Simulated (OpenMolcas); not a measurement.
A run on Ne2+.

```json
{
 "Program": "OpenMolcas",
 "Method": "SS-RASPT2, IPEA 0 Eh, imaginary shift 0.1 Eh (closed shells correlated: 1s 2s)",
 "Basis": "ANO-R3 [4s4p2d1f]",
 "Scalar Hamiltonian": "X2C, finite nucleus",
 "Active space": "4 electrons in 9 orbitals (RAS2 2p; RAS3 3s 3d, at most 1 electron)",
 "State averaging": "2S+1 = 3 even, 3 roots; 2S+1 = 1 even, 6 roots; 2S+1 = 5 odd, 1 root; 2S+1 = 3 odd, 1 root; 2S+1 = 1 odd, 5 roots (0 in the spin-orbit step)",
 "Spin-orbit coupling": "RASSI with atomic mean-field integrals over the reference wave functions, term energies averaged over their components"
}
```

First CASPT2 step and the start of its output:

```
&CASPT2
Multistate=3 1 2 3
Frozen=0 0
IPEA=0.0
Imaginary=0.1
MaxIter=60
WThr=0.0 0.3 0.05
PrWF=0.5
NoMix
```

```
--- CASPT2 ---
Orbital specifications:
      -----------------------

      Symmetry species                           1   2
                                                ag  au
      Frozen orbitals                            0   0
      Inactive orbitals                          2   0
      Active orbitals                            6   3
      Secondary orbitals                         6  16
      Deleted orbitals                           0   0
      Number of basis functions                 14  19
Type of calculation                        MS-CASPT2
      Fock operator                              state-specific
      IPEA shift                                 0.00
      Real shift                                 0.00
      Imaginary shift                            0.10
      The input orbitals will be transformed to quasi-canonical
Reference energy:        -126.5081438756
      E2 (Non-variational):      -0.1524331220
      Shift correction:          -0.0000250351
      E2 (Variational):          -0.1524581571
      Total energy:            -126.6606020327
      Residual norm:              0.0000003420
      Reference weight:           0.98360
      Contributions to the CASPT2 correlation energy
      Active & Virtual Only:         -0.0502979029
      One Inactive Excited:          -0.0859348827
      Two Inactive Excited:          -0.0162003364
Reference energy:        -126.5081438756
      E2 (Non-variational):      -0.1524331220
      Shift correction:          -0.0000250351
      E2 (Variational):          -0.1524581571
      Total energy:            -126.6606020327
      Residual norm:              0.0000003420
      Reference weight:           0.98360
      Contributions to the CASPT2 correlation energy
      Active & Virtual Only:         -0.0502979029
...
```

Over all roots the printed reference weights run from 0.02 to 0.98, and roots that are degenerate in the reference spread by up to 17 cm-1.

Task: Did the run give usable levels, and if not, why?

Result: No. The equations converged, but the reference weight falls to 0.02 for at least one root against 0.98 for the best. A drop of that size marks an intruder state, so the energies of such roots and the levels built on them can't be trusted.
